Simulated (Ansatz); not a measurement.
`CO[Si]Br` and `CO[Si]C` differ in one atom or group.

Ansatz, PBE0-D4/def2-TZVP geometries, multiplicity 1. Each molecule was computed in one conformer, which needn't be the lowest.

Scalar relativity is left out up to krypton. Spin–orbit coupling is left out; it splits and shifts lone-pair levels of the heavy atoms by tenths of an eV.

```csv
property,`CO[Si]Br`
zero-point energy (PBE0-D4/def2-TZVP) / kJ/mol,114.7
HOMO–LUMO gap (B3LYP/def2-TZVPP) / eV,4.96
LUMO energy (ωB97M-V/def2-TZVPP) / eV,-0.01
HOMO–LUMO gap (PBE0/def2-TZVPP) / eV,5.32
HOMO–LUMO gap (ωB97M-V/def2-TZVPP) / eV,9.35
HOMO energy (PBE0/def2-TZVPP) / eV,-7.32
```

What does the change do to each property? (Best estimate.)

Ansatz gave: 
| property | `CO[Si]C` | shift |
| --- | --- | --- |
| zero-point energy (PBE0-D4/def2-TZVP) / kJ/mol | 204.5 | 89.8 |
| HOMO–LUMO gap (B3LYP/def2-TZVPP) / eV | 4.27 | -0.69 |
| LUMO energy (ωB97M-V/def2-TZVPP) / eV | 0.47 | 0.48 |
| HOMO–LUMO gap (PBE0/def2-TZVPP) / eV | 4.63 | -0.69 |
| HOMO–LUMO gap (ωB97M-V/def2-TZVPP) / eV | 8.71 | -0.64 |
| HOMO energy (PBE0/def2-TZVPP) / eV | -6.14 | 1.18 |

With PBE0 the HOMO rises by 1.18 eV and the LUMO rises by 0.48 eV, so the gap narrows by about 0.70 eV. PBE moves the HOMO by 1.18 eV and ωB97M-V by 1.12 eV. The zero-point energy changes by 89.8 kJ/mol with +9 modes.

B3LYP here is the variant with VWN-RPA as its local correlation; programs differ in this.
